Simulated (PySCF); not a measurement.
Distorted geometries of NdCl3(NH3)

NdCl3(NH3) (singlet in the valence; each metal's 4f electrons, 3 of them, lie in its core potential, out of spins and levels). PySCF 2.14.0, RKS TPSS, Nd lcecp-1-SVP with ECP49, Cl def2-SVP, N def2-SVP, H def2-SVP; non-relativistic Hamiltonian with scalar-relativistic core potentials where named; density fitting; no spin-orbit coupling. Relaxed geometry:

```xyz
8

Nd    0.0453   -0.0453    0.0453
Cl    1.1837    1.9629    1.1837
Cl   -1.9629   -1.1837    1.1837
Cl    1.1837   -1.1837   -1.9629
N    -1.4313    1.4313   -1.4313
H    -2.0464    2.0464   -0.8813
H    -0.8813    2.0464   -2.0464
H    -2.0464    0.8813   -2.0464
```

Order these distorted geometries by energy above the relaxed one, lowest first.
A.
```xyz
8

Nd    0.1908   -0.1755    0.0237
Cl    1.1426    1.9323    1.1949
Cl   -1.9570   -1.2012    1.2580
Cl    1.0560   -1.0555   -2.0345
N    -1.5187    1.4954   -1.1806
H    -2.0343    2.1630   -0.9735
H    -0.8314    1.9448   -2.2040
H    -2.0039    0.8525   -2.0398
```
B.
```xyz
8

Nd    0.0124   -0.1701    0.0261
Cl    1.1709    2.1876    0.9322
Cl   -1.7996   -1.0763    1.2365
Cl    1.2092   -1.3302   -2.1496
N    -1.5351    1.5674   -1.2552
H    -2.0831    2.0935   -0.8803
H    -0.9776    2.0581   -1.8997
H    -1.9530    0.6258   -1.9658
```
C.
```xyz
8

Nd    0.0450   -0.0700    0.0470
Cl    1.1933    1.9509    1.1492
Cl   -1.9708   -1.1874    1.1766
Cl    1.1487   -1.1840   -1.9100
N    -1.4565    1.4306   -1.4601
H    -2.0492    2.0706   -0.8853
H    -0.8903    2.0419   -2.0419
H    -1.9761    0.9032   -2.0314
```

C (0.27 eV), B (2.66 eV), A (2.75 eV).

Which forces (eV/Å) act in the one that lies 0.27 eV up?


```
Nd  -0.39  0.49  0.46
Cl   0.03  0.03  0.02
Cl  -0.08 -0.06  0.04
Cl   0.34 -0.35 -0.60
N    2.75  3.04  3.90
H    0.17 -0.61 -0.46
H    0.35  0.27 -0.30
H   -3.17 -2.80 -3.05
```
Forces carry noise of the integration grid, about 0.01 to 0.03 eV/Å.

No frequency check is given that shows the relaxed geometry to be a minimum. An lcecp potential fixes the number of 4f electrons, so in runs with it no electron can move into or out of that shell.
